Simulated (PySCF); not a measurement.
Relaxation of singlet ClTiN

Computed with PBE0/[Ti def2-TZVP, N def2-TZVP, Cl def2-TZVP], no relativity, density fitting, PySCF. A (50,194) grid was used.

A hand-made linear start, of C∞v symmetry, held to at least that symmetry:

Coordinates in bohr (charge 0 multiplicity 1):
```
Ti    0.0000    0.0000   -1.1190
N     0.0000    0.0000   -4.4638
Cl    0.0000    0.0000    3.3218
```

Optimiser trace:
```
step  E − E(last) (kJ/mol)  largest gradient (Eh/bohr)
   0                 93.77                     0.14150
   1                  4.48                     0.04239
   2                  2.58                     0.03494
   3                  0.03                     0.00383
   4                  0.00                     0.00066
   5                  0.00                     0.00017
```

It ends at C∞v with Ti–Cl 2.378 Å, Ti–N 1.547 Å; Cl–Ti–N 180.0° (after a last refinement on a finer grid). A frequency run shows 2 imaginary modes (one degenerate set), down to 171i cm⁻¹, so it is a higher-order saddle point. Other isomers or separated fragments may lie lower.

Final geometry:
```xyz
3
charge 0 multiplicity 1, angstrom
Ti    0.0000    0.0000   -0.6345
N     0.0000    0.0000   -2.1819
Cl    0.0000    0.0000    1.7438
```

The relaxation took about 21 core-seconds on a shared host.
